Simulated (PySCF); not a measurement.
CrO3, triplet (typed; the unrestricted solution is spin-contaminated), geometry from GFN2-xTB (such geometries of metal compounds can be far from the true shape) (the multiplicity is a formal guess); PySCF with SVWN5/def2-SVP.

Input for PySCF:
```python
from pyscf import gto, scf, dft

mol = gto.Mole()
mol.atom = '''
    Cr   -0.00000000    0.00000000   -0.00000000
    O    -1.06904109   -1.12345163   -0.13471675
    O    -0.06369537    1.25002432   -0.92548535
    O     1.13273646   -0.12657268    1.06020210
'''
mol.basis = 'def2-svp'
mol.spin = 2
mol.verbose = 4
mol.symmetry = True
mol.build()

mf = dft.UKS(mol)
mf.xc = 'lda,vwn'
mf.irrep_nelec = {'A1': (13, 12), 'A2': (2, 1), 'B1': (7, 6), 'B2': (3, 4)}
mf.kernel()
mf.analyze()
```

Question: What does PySCF print? Leave out banner, timings and long lists.

Answer: 
```
PySCF version 2.14.0

[INPUT] verbose = 4
[INPUT] num. atoms = 4
[INPUT] num. electrons = 48
[INPUT] charge = 0
[INPUT] spin (= nelec alpha-beta = 2S) = 2
[INPUT] symmetry True subgroup None
[INPUT] Mole.unit = angstrom
[INPUT] Symbol           X                Y                Z      unit          X                Y                Z       unit  Magmom
[...]
nuclear repulsion = 233.493331454956
point group symmetry = D3h, use subgroup C2v
symmetry origin: [0.0000000e+00 3.1495436e-09 0.0000000e+00]
symmetry axis x: [-0.44374961  0.51057183 -0.73647993]
symmetry axis y: [-0.57571421  0.46738158  0.67090059]
symmetry axis z: [0.6867601  0.72171384 0.08654306]
num. orbitals of irrep A1 = 31
num. orbitals of irrep A2 = 8
num. orbitals of irrep B1 = 20
num. orbitals of irrep B2 = 14
number of shells = 29
number of NR pGTOs = 145
number of NR cGTOs = 73
basis = def2-svp
ecp = {}

******** <class 'pyscf.dft.uks_symm.SymAdaptedUKS'> ********
method = SymAdaptedUKS
initial guess = minao
damping factor = 0
level_shift factor = 0
DIIS = <class 'pyscf.scf.diis.CDIIS'>
diis_start_cycle = 1
diis_space = 8
diis_damp = 0
SCF conv_tol = 1e-09
SCF conv_tol_grad = None
SCF max_cycles = 50
direct_scf = True
direct_scf_tol = 1e-13
number electrons alpha = 25  beta = 23
irrep_nelec {'A1': (13, 12), 'A2': (2, 1), 'B1': (7, 6), 'B2': (3, 4)}
XC library pyscf.dft.libxc version 7.1.2
    S. Lehtola, C. Steigemann, M. J. T. Oliveira, and M. A. L. Marques,  SoftwareX 7, 1–5 (2018)
XC functionals = lda,vwn
    P. A. M. Dirac,  Math. Proc. Cambridge Philos. Soc. 26, 376 (1930)
    F. Bloch,  Z. Phys. 57, 545 (1929)
    S. H. Vosko, L. Wilk, and M. Nusair,  Can. J. Phys. 58, 1200 (1980)
radial grids:
    Treutler-Ahlrichs [JCP 102, 346 (1995); DOI:10.1063/1.469408] (M4) radial grids

becke partition: Becke, JCP 88, 2547 (1988); DOI:10.1063/1.454033
pruning grids: <function nwchem_prune>
grids dens level: 3
symmetrized grids: True
atomic radii adjust function: <function treutler_atomic_radii_adjust>
small_rho_cutoff = 0
Freeze 48 electrons in irreps ['A1', 'A2', 'B1', 'B2']
    0 free electrons in irreps
Set gradient conv threshold to 3.16228e-05
tot grids = 63152
init E= -1266.24072322254

cycle= 1 E= -1265.56870174244  delta_E= 0.672  |g|= 0.816  |ddm|= 2.47

cycle= 2 E= -1263.34933871022  delta_E= 2.22  |g|= 2.06  |ddm|= 2.55

cycle= 3 E= -1265.09468594248  delta_E= -1.75  |g|= 1.26  |ddm|= 2.52

cycle= 4 E= -1265.53706823575  delta_E= -0.442  |g|= 0.868  |ddm|= 1.18

cycle= 5 E= -1265.58216741861  delta_E= -0.0451  |g|= 0.741  |ddm|= 0.999

cycle= 6 E= -1265.74329603712  delta_E= -0.161  |g|= 0.442  |ddm|= 0.269

cycle= 7 E= -1265.82551719708  delta_E= -0.0822  |g|= 0.108  |ddm|= 0.325

cycle= 8 E= -1265.82999656844  delta_E= -0.00448  |g|= 0.0304  |ddm|= 0.0814

cycle= 9 E= -1265.83040778044  delta_E= -0.000411  |g|= 0.00738  |ddm|= 0.046

cycle= 10 E= -1265.83039195838  delta_E= 1.58e-05  |g|= 0.00989  |ddm|= 0.0182

cycle= 11 E= -1265.83043983775  delta_E= -4.79e-05  |g|= 0.00102  |ddm|= 0.00838

cycle= 12 E= -1265.8304381932  delta_E= 1.64e-06  |g|= 0.00311  |ddm|= 0.0085

cycle= 13 E= -1265.8304435177  delta_E= -5.32e-06  |g|= 0.000542  |ddm|= 0.00467

cycle= 14 E= -1265.83044372518  delta_E= -2.07e-07  |g|= 7.22e-05  |ddm|= 0.00182

cycle= 15 E= -1265.83044373011  delta_E= -4.93e-09  |g|= 1.45e-05  |ddm|= 0.000337

cycle= 16 E= -1265.83044373026  delta_E= -1.54e-10  |g|= 3.27e-06  |ddm|= 3.37e-05

Extra cycle  E= -1265.83044372933  delta_E= 9.3e-10  |g|= 4.43e-05  |ddm|= 4.84e-05
converged SCF energy = -1265.83044372933  <S^2> = 3.0199409  2S+1 = 3.6165956
**** SCF Summaries ****
Total Energy =                       -1265.830443729333410
Nuclear Repulsion Energy =             233.493331454956177
One-electron Energy =                -2210.139209392414159
Two-electron Energy =                  710.815434208124543
Two-electron Coulomb Energy =          781.246377197066522
DFT Exchange-Correlation Energy =      -70.430942988942007
Wave-function symmetry = A1
alpha occupancy for each irrep:     A1   A2   B1   B2
                                    13    2    7    3
beta  occupancy for each irrep:     A1   A2   B1   B2
                                    12    1    6    4
**** MO energy ****
alpha MO #1 (A1 #1), energy= -213.993745098404 occ= 1
alpha MO #2 (A1 #2), energy= -24.2975467253198 occ= 1
alpha MO #3 (A1 #3), energy= -20.7214257272267 occ= 1
alpha MO #4 (B2 #1), energy= -20.7122634118788 occ= 1
alpha MO #5 (B1 #1), energy= -20.709645064551 occ= 1
alpha MO #6 (B1 #2), energy= -18.6826306957048 occ= 1
alpha MO #7 (A1 #4), energy= -18.6826193206651 occ= 1
alpha MO #8 (A1 #5), energy= -18.6806245289461 occ= 1
alpha MO #9 (A1 #6), energy= -2.81491131921589 occ= 1
alpha MO #10 (A1 #7), energy= -1.84398368343609 occ= 1
alpha MO #11 (B1 #3), energy= -1.82870489492228 occ= 1
alpha MO #12 (B2 #2), energy= -1.80229415013303 occ= 1
alpha MO #13 (A1 #8), energy= -0.880308217966228 occ= 1
alpha MO #14 (B1 #4), energy= -0.853822868752924 occ= 1
alpha MO #15 (A1 #9), energy= -0.846733891684865 occ= 1
alpha MO #16 (A1 #10), energy= -0.438958766922847 occ= 1
alpha MO #17 (B1 #5), energy= -0.430788472513696 occ= 1
alpha MO #18 (A2 #1), energy= -0.389549323202539 occ= 1
alpha MO #19 (B2 #3), energy= -0.388772197084473 occ= 1
alpha MO #20 (A1 #11), energy= -0.384965013264394 occ= 1
alpha MO #21 (B1 #6), energy= -0.33998943749864 occ= 1
alpha MO #22 (A1 #12), energy= -0.333024912181999 occ= 1
alpha MO #23 (B1 #7), energy= -0.32037649320375 occ= 1
alpha MO #24 (A1 #13), energy= -0.212300794326143 occ= 1
alpha MO #25 (A2 #2), energy= -0.15632831598746 occ= 1
alpha MO #26 (B2 #4), energy= -0.343151332072101 occ= 0
alpha MO #27 (B2 #5), energy= -0.157977390061693 occ= 0
alpha MO #28 (A1 #14), energy= -0.0644753448340634 occ= 0
alpha MO #29 (B1 #8), energy= -0.0606825663254398 occ= 0
alpha MO #30 (A1 #15), energy= -0.00244499241500629 occ= 0
alpha MO #31 (B2 #6), energy= 0.0658484299760396 occ= 0
[...]
alpha MO #48 (B2 #9), energy= 0.97156291542737 occ= 0
alpha MO #49 (A1 #23), energy= 1.1137337227728 occ= 0
alpha MO #50 (B1 #14), energy= 1.27498107025408 occ= 0
alpha MO #51 (A1 #24), energy= 1.2758187918208 occ= 0
alpha MO #52 (B1 #15), energy= 2.07809570441284 occ= 0
alpha MO #53 (B2 #10), energy= 2.25591080355681 occ= 0
alpha MO #54 (B2 #11), energy= 2.27061542629608 occ= 0
alpha MO #55 (A2 #5), energy= 2.27445920065423 occ= 0
alpha MO #56 (A1 #25), energy= 2.32851600363355 occ= 0
alpha MO #57 (B1 #16), energy= 2.45118561343658 occ= 0
alpha MO #58 (A2 #6), energy= 2.45146963691158 occ= 0
alpha MO #59 (A1 #26), energy= 2.45727241742864 occ= 0
alpha MO #60 (B1 #17), energy= 2.47588344255283 occ= 0
alpha MO #61 (A1 #27), energy= 2.47899702675036 occ= 0
alpha MO #62 (A1 #28), energy= 2.52254358955019 occ= 0
alpha MO #63 (B2 #12), energy= 2.54307217953599 occ= 0
alpha MO #64 (A2 #7), energy= 2.54954483315392 occ= 0
alpha MO #65 (A1 #29), energy= 2.78927300119854 occ= 0
alpha MO #66 (B1 #18), energy= 2.79656369431628 occ= 0
alpha MO #67 (A1 #30), energy= 3.01844793350949 occ= 0
alpha MO #68 (B1 #19), energy= 3.02204647294585 occ= 0
alpha MO #69 (B2 #13), energy= 3.12785363717497 occ= 0
alpha MO #70 (A2 #8), energy= 3.15373857080111 occ= 0
alpha MO #71 (B2 #14), energy= 3.15458085349275 occ= 0
alpha MO #72 (A1 #31), energy= 3.30519953310615 occ= 0
alpha MO #73 (B1 #20), energy= 3.34528577164986 occ= 0
beta  MO #1 (A1 #1), energy= -213.993024999294 occ= 1
beta  MO #2 (A1 #2), energy= -24.2737173885016 occ= 1
beta  MO #3 (A1 #3), energy= -20.7094299103224 occ= 1
beta  MO #4 (B1 #1), energy= -20.6910230575326 occ= 1
beta  MO #5 (B2 #1), energy= -20.6875021175321 occ= 1
beta  MO #6 (A1 #4), energy= -18.6873399470496 occ= 1
beta  MO #7 (B1 #2), energy= -18.6756136639487 occ= 1
beta  MO #8 (A1 #5), energy= -18.6756032029521 occ= 1
beta  MO #9 (A1 #6), energy= -2.75812191814252 occ= 1
beta  MO #10 (A1 #7), energy= -1.80763353588352 occ= 1
beta  MO #11 (B1 #3), energy= -1.77309605964658 occ= 1
beta  MO #12 (B2 #2), energy= -1.72928751569231 occ= 1
beta  MO #13 (A1 #8), energy= -0.874951246672671 occ= 1
beta  MO #14 (A1 #9), energy= -0.84727451007538 occ= 1
beta  MO #15 (B1 #4), energy= -0.837255914215138 occ= 1
beta  MO #16 (A1 #10), energy= -0.414412884111718 occ= 1
beta  MO #17 (B1 #5), energy= -0.413193633542889 occ= 1
beta  MO #18 (B2 #3), energy= -0.397091235857269 occ= 1
beta  MO #19 (A2 #1), energy= -0.374159306129943 occ= 1
beta  MO #20 (A1 #11), energy= -0.369789739837025 occ= 1
beta  MO #21 (B2 #4), energy= -0.349815842851117 occ= 1
beta  MO #22 (A1 #12), energy= -0.319464732188118 occ= 1
beta  MO #23 (B1 #6), energy= -0.317549356803007 occ= 1
beta  MO #24 (B1 #7), energy= -0.301777366004077 occ= 0
beta  MO #25 (A1 #13), energy= -0.157113168987757 occ= 0
beta  MO #26 (B2 #5), energy= -0.134406441176303 occ= 0
beta  MO #27 (A2 #2), energy= -0.101888245170041 occ= 0
beta  MO #28 (A1 #14), energy= -0.0317253198465934 occ= 0
beta  MO #29 (B1 #8), energy= -0.0305392425800068 occ= 0
beta  MO #30 (A1 #15), energy= 0.00525801988216212 occ= 0
beta  MO #31 (B2 #6), energy= 0.0905577066790624 occ= 0
beta  MO #32 (A1 #16), energy= 0.168755113678916 occ= 0
beta  MO #33 (A1 #17), energy= 0.193230931309718 occ= 0
beta  MO #34 (B1 #9), energy= 0.196905810245594 occ= 0
beta  MO #35 (A1 #18), energy= 0.521456619131222 occ= 0
beta  MO #36 (B2 #7), energy= 0.556343788738791 occ= 0
beta  MO #37 (A2 #3), energy= 0.570884403088439 occ= 0
beta  MO #38 (A1 #19), energy= 0.624496326320958 occ= 0
beta  MO #39 (B1 #10), energy= 0.629404313056101 occ= 0
beta  MO #40 (A1 #20), energy= 0.858071439789577 occ= 0
beta  MO #41 (B1 #11), energy= 0.872440640449904 occ= 0
beta  MO #42 (A1 #21), energy= 0.873277825039402 occ= 0
beta  MO #43 (B2 #8), energy= 0.882521448768764 occ= 0
beta  MO #44 (A2 #4), energy= 0.894481918489818 occ= 0
beta  MO #45 (B1 #12), energy= 0.918952919632204 occ= 0
beta  MO #46 (B2 #9), energy= 0.967037342302081 occ= 0
beta  MO #47 (A1 #22), energy= 0.975157855283126 occ= 0
beta  MO #48 (B1 #13), energy= 0.976842013541669 occ= 0
beta  MO #49 (A1 #23), energy= 1.12009602599507 occ= 0
beta  MO #50 (A1 #24), energy= 1.28148071024366 occ= 0
beta  MO #51 (B1 #14), energy= 1.28685584221944 occ= 0
beta  MO #52 (B1 #15), energy= 2.09824496870446 occ= 0
beta  MO #53 (B2 #10), energy= 2.26287558260697 occ= 0
beta  MO #54 (A2 #5), energy= 2.28516704403562 occ= 0
beta  MO #55 (B2 #11), energy= 2.28523008833031 occ= 0
beta  MO #56 (A1 #25), energy= 2.33964869755179 occ= 0
beta  MO #57 (A1 #26), energy= 2.44791491093078 occ= 0
beta  MO #58 (A2 #6), energy= 2.45713544102436 occ= 0
beta  MO #59 (B1 #16), energy= 2.4643912182357 occ= 0
beta  MO #60 (A1 #27), energy= 2.49289042367518 occ= 0
beta  MO #61 (B1 #17), energy= 2.50154929059072 occ= 0
beta  MO #62 (A1 #28), energy= 2.5267829267649 occ= 0
beta  MO #63 (A2 #7), energy= 2.54961937368201 occ= 0
beta  MO #64 (B2 #12), energy= 2.55735386526364 occ= 0
beta  MO #65 (B1 #18), energy= 2.81168374910798 occ= 0
beta  MO #66 (A1 #29), energy= 2.8136536137801 occ= 0
beta  MO #67 (A1 #30), energy= 3.05789720349509 occ= 0
beta  MO #68 (B1 #19), energy= 3.08081603773746 occ= 0
beta  MO #69 (B2 #13), energy= 3.16272754008733 occ= 0
beta  MO #70 (A2 #8), energy= 3.18527314507912 occ= 0
beta  MO #71 (B2 #14), energy= 3.18970052031545 occ= 0
beta  MO #72 (A1 #31), energy= 3.33035136919193 occ= 0
beta  MO #73 (B1 #20), energy= 3.37257904726024 occ= 0
 ** Mulliken pop alpha/beta on meta-lowdin orthogonal AOs **
 ** Mulliken pop       alpha | beta **
In total            25.00000 | 23.00000
 ** Mulliken atomic charges   ( Nelec_alpha | Nelec_beta ) **
charge of  0Cr =      0.88353  (    12.45465     10.66182 )
charge of  1O =     -0.29801  (     4.00973      4.28828 )
charge of  2O =     -0.29276  (     4.26781      4.02495 )
charge of  3O =     -0.29276  (     4.26781      4.02495 )
Dipole moment(X, Y, Z, Debye):  0.01587,  0.01668,  0.00200
```
